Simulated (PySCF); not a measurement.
C$_{2}$H$_{5}$S (SMILES CC[S]), doublet, at a GFN2-xTB geometry; M062X/3-21G (PySCF).

PySCF was given this input:
```python
from pyscf import gto, scf, dft

mol = gto.Mole()
mol.atom = '''
    C     1.482554    0.659323   -0.016558
    C    -0.031544    0.783952    0.002485
    S    -0.844717   -0.823715    0.008237
    H    -0.371046    1.312006    0.895435
    H    -0.392973    1.316748   -0.878969
    H     1.933955    1.649482   -0.019490
    H     1.830643    0.118414    0.860426
    H     1.808830    0.123132   -0.904755
'''
mol.basis = '3-21g'
mol.charge = 0
mol.spin = 1
mol.verbose = 4
mol.build()

mf = dft.UKS(mol)
mf.xc = 'm062x'
mf.diis = False
mf.max_cycle = 100
mf.kernel()
mf.analyze()
```

Question: Predict the main parts of the log of this PySCF run.

Answer: 
```
PySCF version 2.14.0

[INPUT] verbose = 4
[INPUT] num. atoms = 8
[INPUT] num. electrons = 33
[INPUT] charge = 0
[INPUT] spin (= nelec alpha-beta = 2S) = 1
[INPUT] symmetry False subgroup None
[INPUT] Mole.unit = angstrom
[INPUT] Symbol           X                Y                Z      unit          X                Y                Z       unit  Magmom
[...]
nuclear repulsion = 98.6266216253577
number of shells = 27
number of NR pGTOs = 72
number of NR cGTOs = 41
basis = 3-21g
ecp = {}

******** <class 'pyscf.dft.uks.UKS'> ********
method = UKS
initial guess = minao
damping factor = 0
level_shift factor = 0
DIIS disabled
SCF conv_tol = 1e-09
SCF conv_tol_grad = None
SCF max_cycles = 100
direct_scf = True
direct_scf_tol = 1e-13
number electrons alpha = 17  beta = 16
XC library pyscf.dft.libxc version 7.1.2
    S. Lehtola, C. Steigemann, M. J. T. Oliveira, and M. A. L. Marques,  SoftwareX 7, 1–5 (2018)
XC functionals = m062x
    Y. Zhao and D. G. Truhlar,  Theor. Chem. Acc. 120, 215 (2008)
    Y. Zhao and D. G. Truhlar,  Theor. Chem. Acc. 120, 215 (2008)
radial grids:
    Treutler-Ahlrichs [JCP 102, 346 (1995); DOI:10.1063/1.469408] (M4) radial grids

becke partition: Becke, JCP 88, 2547 (1988); DOI:10.1063/1.454033
pruning grids: <function nwchem_prune>
grids dens level: 3
symmetrized grids: False
atomic radii adjust function: <function treutler_atomic_radii_adjust>
small_rho_cutoff = 0
Set gradient conv threshold to 3.16228e-05
tot grids = 96160
init E= -474.766910830221

cycle= 1 E= -474.87914701655  delta_E= -0.112  |g|= 0.157  |ddm|=  1.8
cycle= 2 E= -474.892926918766  delta_E= -0.0138  |g|= 0.131  |ddm|= 0.421
cycle= 3 E= -474.894645343022  delta_E= -0.00172  |g|= 0.122  |ddm|= 0.295
cycle= 4 E= -474.894812255337  delta_E= -0.000167  |g|= 0.125  |ddm|= 0.251
cycle= 5 E= -474.894937540787  delta_E= -0.000125  |g|= 0.122  |ddm|= 0.25
cycle= 6 E= -474.894575333855  delta_E= 0.000362  |g|= 0.128  |ddm|= 0.248
cycle= 7 E= -474.894507148473  delta_E= 6.82e-05  |g|= 0.126  |ddm|= 0.253
cycle= 8 E= -474.8939676632  delta_E= 0.000539  |g|= 0.132  |ddm|= 0.258
cycle= 9 E= -474.893814893433  delta_E= 0.000153  |g|= 0.131  |ddm|= 0.265
cycle= 10 E= -474.893148751666  delta_E= 0.000666  |g|= 0.138  |ddm|= 0.272
cycle= 11 E= -474.892940709308  delta_E= 0.000208  |g|= 0.137  |ddm|= 0.279
cycle= 12 E= -474.892158808319  delta_E= 0.000782  |g|= 0.145  |ddm|= 0.287
cycle= 13 E= -474.891910171705  delta_E= 0.000249  |g|= 0.144  |ddm|= 0.295
cycle= 14 E= -474.891010196842  delta_E= 0.0009  |g|= 0.153  |ddm|= 0.304
cycle= 15 E= -474.890729523377  delta_E= 0.000281  |g|= 0.151  |ddm|= 0.313
cycle= 16 E= -474.889701753959  delta_E= 0.00103  |g|= 0.161  |ddm|= 0.321
cycle= 17 E= -474.889394332955  delta_E= 0.000307  |g|= 0.159  |ddm|= 0.33
cycle= 18 E= -474.888223790238  delta_E= 0.00117  |g|= 0.17  |ddm|= 0.34
cycle= 19 E= -474.887893211082  delta_E= 0.000331  |g|= 0.168  |ddm|= 0.349
cycle= 20 E= -474.886560495608  delta_E= 0.00133  |g|= 0.179  |ddm|= 0.359
cycle= 21 E= -474.88620960722  delta_E= 0.000351  |g|= 0.177  |ddm|= 0.369
cycle= 22 E= -474.88469104864  delta_E= 0.00152  |g|= 0.19  |ddm|= 0.38
cycle= 23 E= -474.884322573526  delta_E= 0.000368  |g|= 0.186  |ddm|= 0.39
cycle= 24 E= -474.882589950595  delta_E= 0.00173  |g|=  0.2  |ddm|= 0.401
cycle= 25 E= -474.882206905843  delta_E= 0.000383  |g|= 0.196  |ddm|= 0.413
cycle= 26 E= -474.880226851343  delta_E= 0.00198  |g|= 0.212  |ddm|= 0.424
cycle= 27 E= -474.879832867702  delta_E= 0.000394  |g|= 0.207  |ddm|= 0.436
cycle= 28 E= -474.877565997236  delta_E= 0.00227  |g|= 0.224  |ddm|= 0.449
cycle= 29 E= -474.877165589449  delta_E= 0.0004  |g|= 0.219  |ddm|= 0.461
cycle= 30 E= -474.874565345351  delta_E= 0.0026  |g|= 0.237  |ddm|= 0.474
cycle= 31 E= -474.874164163012  delta_E= 0.000401  |g|= 0.231  |ddm|= 0.488
cycle= 32 E= -474.871175328235  delta_E= 0.00299  |g|= 0.251  |ddm|= 0.502
cycle= 33 E= -474.870780400012  delta_E= 0.000395  |g|= 0.244  |ddm|= 0.516
cycle= 34 E= -474.86733720188  delta_E= 0.00344  |g|= 0.266  |ddm|= 0.531
cycle= 35 E= -474.866957172426  delta_E= 0.00038  |g|= 0.258  |ddm|= 0.546
cycle= 36 E= -474.862980854737  delta_E= 0.00398  |g|= 0.282  |ddm|= 0.562
cycle= 37 E= -474.862626198044  delta_E= 0.000355  |g|= 0.272  |ddm|= 0.579
cycle= 38 E= -474.858021884548  delta_E= 0.0046  |g|=  0.3  |ddm|= 0.596
cycle= 39 E= -474.857705054793  delta_E= 0.000317  |g|= 0.288  |ddm|= 0.613
cycle= 40 E= -474.852357646235  delta_E= 0.00535  |g|= 0.318  |ddm|= 0.632
cycle= 41 E= -474.852093089039  delta_E= 0.000265  |g|= 0.305  |ddm|= 0.651
cycle= 42 E= -474.84586181302  delta_E= 0.00623  |g|= 0.339  |ddm|= 0.671
cycle= 43 E= -474.84566569114  delta_E= 0.000196  |g|= 0.323  |ddm|= 0.691
cycle= 44 E= -474.838376729581  delta_E= 0.00729  |g|= 0.36  |ddm|= 0.713
cycle= 45 E= -474.838266088616  delta_E= 0.000111  |g|= 0.343  |ddm|= 0.735
cycle= 46 E= -474.829702389276  delta_E= 0.00856  |g|= 0.384  |ddm|= 0.758
cycle= 47 E= -474.829693240643  delta_E= 9.15e-06  |g|= 0.364  |ddm|= 0.782
cycle= 48 E= -474.819580077584  delta_E= 0.0101  |g|= 0.41  |ddm|= 0.808
cycle= 49 E= -474.819683378211  delta_E= -0.000103  |g|= 0.387  |ddm|= 0.834
cycle= 50 E= -474.807667265048  delta_E= 0.012  |g|= 0.439  |ddm|= 0.863
cycle= 51 E= -474.807880730549  delta_E= -0.000213  |g|= 0.412  |ddm|= 0.891
cycle= 52 E= -474.793497497387  delta_E= 0.0144  |g|= 0.471  |ddm|= 0.923
cycle= 53 E= -474.793788882452  delta_E= -0.000291  |g|= 0.44  |ddm|= 0.955
cycle= 54 E= -474.776413180287  delta_E= 0.0174  |g|= 0.507  |ddm|= 0.991
cycle= 55 E= -474.776685230793  delta_E= -0.000272  |g|= 0.471  |ddm|= 1.03
cycle= 56 E= -474.755446194483  delta_E= 0.0212  |g|= 0.548  |ddm|= 1.07
cycle= 57 E= -474.755459606636  delta_E= -1.34e-05  |g|= 0.507  |ddm|= 1.11
cycle= 58 E= -474.729089954686  delta_E= 0.0264  |g|= 0.595  |ddm|= 1.16
cycle= 59 E= -474.728281498866  delta_E= 0.000808  |g|= 0.548  |ddm|=  1.2
cycle= 60 E= -474.694822216154  delta_E= 0.0335  |g|= 0.651  |ddm|= 1.26
[...]
cycle= 63 E= -474.639205911705  delta_E= 0.00877  |g|= 0.662  |ddm|= 1.46
cycle= 64 E= -474.57860349532  delta_E= 0.0606  |g|= 0.811  |ddm|= 1.57
cycle= 65 E= -474.552969225882  delta_E= 0.0256  |g|= 0.75  |ddm|= 1.66
cycle= 66 E= -474.460351403342  delta_E= 0.0926  |g|= 0.943  |ddm|= 1.83
cycle= 67 E= -474.37548350529  delta_E= 0.0849  |g|= 0.894  |ddm|= 1.96
cycle= 68 E= -474.193108563212  delta_E= 0.182  |g|= 1.18  |ddm|= 2.34
cycle= 69 E= -473.915606815541  delta_E= 0.278  |g|= 1.14  |ddm|= 2.57
cycle= 70 E= -471.971431071843  delta_E= 1.94  |g|= 2.19  |ddm|= 5.62
cycle= 71 E= -467.849995026311  delta_E= 4.12  |g|= 2.18  |ddm|= 8.79
cycle= 72 E= -459.84746393095  delta_E=    8  |g|= 3.69  |ddm|= 9.05
cycle= 73 E= -448.226776309513  delta_E= 11.6  |g|= 2.37  |ddm|=   23

cycle= 74 E= -453.039909234296  delta_E= -4.81  |g|= 4.36  |ddm|=   23

cycle= 75 E= -445.854740411009  delta_E= 7.19  |g|= 2.34  |ddm|= 23.8

cycle= 76 E= -449.691373282284  delta_E= -3.84  |g|= 3.98  |ddm|= 23.9
cycle= 77 E= -446.829651429787  delta_E= 2.86  |g|= 2.39  |ddm|= 23.3

cycle= 78 E= -448.755658023576  delta_E= -1.93  |g|= 4.09  |ddm|= 23.3

cycle= 79 E= -449.452489210801  delta_E= -0.697  |g|= 2.25  |ddm|= 19.5
cycle= 80 E= -445.952028386562  delta_E=  3.5  |g|= 4.46  |ddm|= 20.6
cycle= 81 E= -451.639927211339  delta_E= -5.69  |g|=    2  |ddm|=   17

cycle= 82 E= -441.377342487384  delta_E= 10.3  |g|= 4.49  |ddm|= 19.4

cycle= 83 E= -453.396180298781  delta_E=  -12  |g|=  1.9  |ddm|= 18.2

cycle= 84 E= -439.025031340769  delta_E= 14.4  |g|= 4.73  |ddm|= 18.6

cycle= 85 E= -453.378910735152  delta_E= -14.4  |g|= 1.99  |ddm|=   18

cycle= 86 E= -437.661908557116  delta_E= 15.7  |g|=  4.8  |ddm|= 18.1

cycle= 87 E= -453.27999778092  delta_E= -15.6  |g|= 2.09  |ddm|= 17.8

cycle= 88 E= -436.186995813649  delta_E= 17.1  |g|= 4.59  |ddm|= 18.7
cycle= 89 E= -454.356099007549  delta_E= -18.2  |g|= 2.46  |ddm|= 18.2
cycle= 90 E= -435.434577650044  delta_E= 18.9  |g|= 4.39  |ddm|= 18.8

cycle= 91 E= -454.300637979869  delta_E= -18.9  |g|= 2.56  |ddm|= 18.6
cycle= 92 E= -435.259657075608  delta_E=   19  |g|= 4.32  |ddm|= 18.8

cycle= 93 E= -454.286188062506  delta_E=  -19  |g|= 2.58  |ddm|= 18.7
cycle= 94 E= -435.228875884454  delta_E= 19.1  |g|= 4.31  |ddm|= 18.8

cycle= 95 E= -454.286982289679  delta_E= -19.1  |g|= 2.59  |ddm|= 18.8
cycle= 96 E= -435.222331382791  delta_E= 19.1  |g|= 4.31  |ddm|= 18.8

cycle= 97 E= -454.287627171479  delta_E= -19.1  |g|= 2.59  |ddm|= 18.8
cycle= 98 E= -435.220777460977  delta_E= 19.1  |g|= 4.31  |ddm|= 18.8

cycle= 99 E= -454.287829541573  delta_E= -19.1  |g|= 2.59  |ddm|= 18.8
cycle= 100 E= -435.220383360401  delta_E= 19.1  |g|= 4.31  |ddm|= 18.8
SCF not converged.
SCF energy = -435.220383360401 after 100 cycles  <S^2> = 0.75271584  2S+1 = 2.002714
**** SCF Summaries ****
Total Energy =                        -435.220383360401058
Nuclear Repulsion Energy =              98.626621625357714
One-electron Energy =                 -806.817946645041275
Two-electron Energy =                  272.970941659282460
Two-electron Coulomb Energy =          313.354672811976968
DFT Exchange-Correlation Energy =      -40.383731152694509
**** MO energy ****
                             alpha | beta                alpha | beta
[...]
To work with the spin densities directly, `use mulliken_meta_spin()` only printing them here.

 ** Mulliken spin pop alpha/beta on meta-lowdin orthogonal AOs **
 ** Mulliken Spin Density (per AO)  **
spin_pop of  0 C 1s        0.00000
spin_pop of  0 C 2s       -0.00551
spin_pop of  0 C 3s        0.01827
spin_pop of  0 C 2px      -0.00292
spin_pop of  0 C 2py       0.07265
spin_pop of  0 C 2pz      -0.00045
spin_pop of  0 C 3px      -0.01261
spin_pop of  0 C 3py       0.53736
spin_pop of  0 C 3pz       0.00097
spin_pop of  1 C 1s       -0.00005
spin_pop of  1 C 2s        0.03828
spin_pop of  1 C 3s        0.00415
spin_pop of  1 C 2px       0.03804
spin_pop of  1 C 2py       0.05440
spin_pop of  1 C 2pz      -0.00041
spin_pop of  1 C 3px       0.01285
spin_pop of  1 C 3py       0.00257
spin_pop of  1 C 3pz      -0.00074
spin_pop of  2 S 1s       -0.00000
spin_pop of  2 S 2s       -0.00000
spin_pop of  2 S 3s       -0.00004
spin_pop of  2 S 4s        0.00007
spin_pop of  2 S 2px       0.00000
spin_pop of  2 S 2py       0.00001
spin_pop of  2 S 2pz      -0.00000
spin_pop of  2 S 3px       0.00202
spin_pop of  2 S 3py       0.00046
spin_pop of  2 S 3pz      -0.00000
spin_pop of  2 S 4px       0.00098
spin_pop of  2 S 4py       0.00005
spin_pop of  2 S 4pz      -0.00000
spin_pop of  3 H 1s        0.02218
spin_pop of  3 H 2s        0.00163
spin_pop of  4 H 1s        0.02210
spin_pop of  4 H 2s        0.00161
spin_pop of  5 H 1s       -0.00235
spin_pop of  5 H 2s        0.16585
spin_pop of  6 H 1s       -0.00348
spin_pop of  6 H 2s        0.01779
spin_pop of  7 H 1s       -0.00348
spin_pop of  7 H 2s        0.01773
 ** Mulliken Spin Density (per atom)  **
spin density of  0 C =      0.60778
spin density of  1 C =      0.14910
spin density of  2 S =      0.00355
spin density of  3 H =      0.02381
spin density of  4 H =      0.02371
spin density of  5 H =      0.16349
spin density of  6 H =      0.01431
spin density of  7 H =      0.01425
 ** Mulliken pop alpha/beta on meta-lowdin orthogonal AOs **
 ** Mulliken pop       alpha | beta **
In total            17.00000 | 16.00000
 ** Mulliken atomic charges   ( Nelec_alpha | Nelec_beta ) **
charge of  0C =     -8.01612  (     7.31195      6.70417 )
charge of  1C =      3.62012  (     1.26449      1.11539 )
charge of  2S =      5.98720  (     5.00817      5.00463 )
charge of  3H =      0.94494  (     0.03943      0.01562 )
charge of  4H =      0.94479  (     0.03946      0.01575 )
charge of  5H =     -1.25129  (     1.20739      1.04390 )
charge of  6H =     -1.11479  (     1.06455      1.05024 )
charge of  7H =     -1.11485  (     1.06455      1.05030 )
Dipole moment(X, Y, Z, Debye): -127.17837, -38.12714,  1.48019
```

The run did not converge; its last values are not results.
